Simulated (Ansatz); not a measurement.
Consider the formal exchange of groups at a Ge–B bond: `F[BH][GeH2][SH]` + SiH₄ → `[SiH3][GeH2][SH]` + `BF`.

Program: Ansatz. Geometries: PBE0-D4/def2-TZVP. ΔE: electronic, gas phase. CCSD(T)/CBS adds triple-zeta CCSD(T) − MP2 to the extrapolated MP2 energy (def2 sets, frozen cores). This one scheme is used for every species. Functionals use def2-TZVPP. B3LYP here is the variant with VWN-RPA as its local correlation; programs differ in this. For Ge outer-core shells are correlated without core-valence functions, which leaves a few kJ/mol of doubt a bond. Scalar relativity is left out up to krypton. One conformer a species, not always the lowest.

| level | ΔE (kJ/mol) | difference from CCSD(T)/CBS |
| --- | --- | --- |
| LDA (SPW92) | -24.3 | 6.5 |
| PBE-D4 | -28.4 | 2.4 |
| revPBE-D4 | -28.1 | 2.7 |
| BLYP-D4 | -27.0 | 3.8 |
| r2SCAN-D4 | -28.5 | 2.3 |
| PBE0-D4 | -32.0 | -1.2 |
| B3LYP-D4 | -30.0 | 0.8 |
| r2SCANh-D4 | -29.9 | 0.9 |
| r2SCAN0-D4 | -31.6 | -0.8 |
| BHLYP-D4 | -33.6 | -2.8 |
| CAM-B3LYP-D4 | -28.9 | 1.9 |
| ωB97X-V | -29.6 | 1.2 |
| ωB97M-V | -29.3 | 1.5 |
| B2PLYP | -29.2 | 1.6 |
| PBE-QIDH | -32.6 | -1.8 |
| PBE | -26.8 | 4.0 |
| revPBE | -27.1 | 3.7 |
| BLYP | -24.3 | 6.5 |
| r2SCAN | -28.1 | 2.7 |
| PBE0 | -30.4 | 0.4 |
| r2SCANh | -29.4 | 1.4 |
| r2SCAN0 | -31.1 | -0.3 |
| BHLYP | -30.0 | 0.8 |
| CAM-B3LYP | -27.2 | 3.6 |
| LC-ωPBE | -29.7 | 1.1 |
| RPA@PBE/def2-TZVPP | -27.1 | 3.7 |
| HF/def2-SVP | -31.6 | -0.8 |
| MP2/def2-SVP | -32.0 | -1.2 |
| CCSD/def2-SVP | -29.7 | 1.1 |
| HF/def2-TZVPP | -31.3 | -0.5 |
| MP2/def2-TZVPP | -32.1 | -1.3 |
| SCS-MP2/def2-TZVPP | -30.2 | 0.6 |
| CCSD/def2-TZVPP | -29.6 | 1.2 |
| CCSD(T)/def2-TZVPP | -29.3 | 1.5 |
| HF/def2-QZVPP | -31.9 | -1.1 |
| MP2/def2-QZVPP | -33.1 | -2.3 |
| SCS-MP2/def2-QZVPP | -31.3 | -0.5 |
| HF/CBS(def2) | -32.0 | -1.2 |
| MP2/CBS(def2) | -33.6 | -2.8 |
| CCSD/CBS(def2) | -31.1 | -0.3 |
| CCSD(T)/CBS | -30.8 | 0 |

Largest T1 diagnostic among the species: 0.013.

From PBE to PBE0 (25 % exact exchange), in def2-TZVPP and without D4, ΔE moves by −3.6 kJ/mol. Leaving LDA and LC-ωPBE aside and taking each functional with its dispersion term where it has one, the values, not all of them listed here, spread over 6.8 kJ/mol, from BHLYP-D4 to B97M-V.
